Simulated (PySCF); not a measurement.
**PbF₂, singlet: structure and spectrum**

Method: PBE0/[Pb x2c-TZVPall, F x2c-TZVPall], spin-free X2C, density fitting, no spin–orbit coupling, PySCF.

The structure is a higher-order saddle point with 2 imaginary modes (one degenerate set).

```xyz
3
charge 0 multiplicity 1, angstrom
Pb    0.0000    0.0000    0.0000
F     0.0000    0.0000    2.1443
F     0.0000    0.0000   -2.1443
```

```
Point group                                                                   : D∞h
Bond lengths                                                                  : Pb–F 2.144 Å (×2)
Bond angles                                                                   : F–Pb–F 180.0°
Zero-point energy (real modes)                                                : 5.4 kJ/mol
Highest occupied level                                                        : -7.86 eV
Principal quadrupole moments (Buckingham, traceless) about the centre of mass : -26.33, 13.17, 13.17 D Å
Lowest empty level                                                            : -3.22 eV
Rotational constants                                                          : 0.09649 cm⁻¹
Principal polarisabilities                                                    : 28.1, 28.1, 50.0 bohr³
Dipole moment                                                                 : 0.00 D
```

Harmonic modes (masses in u: Pb 207.977, F 18.998):
```tsv
symmetry	ω (cm⁻¹)	IR (km/mol, summed over degenerate members)	μ (u)
πu	159i	–	22.10
σu+	430	262	22.10
σg+	477	0.0	19.00
```

In D∞h the vibrations span πu + σu+ + σg+. The σg+ mode carries no infrared intensity, as symmetry demands. With a centre of inversion only u modes can be infrared active and only g modes Raman active.

Charges (e):
```
atom  Mulliken  Löwdin  polar tensor  Mayer order to Pb1
 Pb1      1.12    0.96          1.49                   –
F2,3     -0.56   -0.48         -0.74                0.71
```

Mulliken populations on Pb1: s 12.01, p 24.64, d 30.17, f 14.06.

This need not be the most stable arrangement of these atoms. No spin–orbit coupling is included, which matters more the heavier the element.

The final relaxation and frequency run took about 3 core-minutes on a shared host.
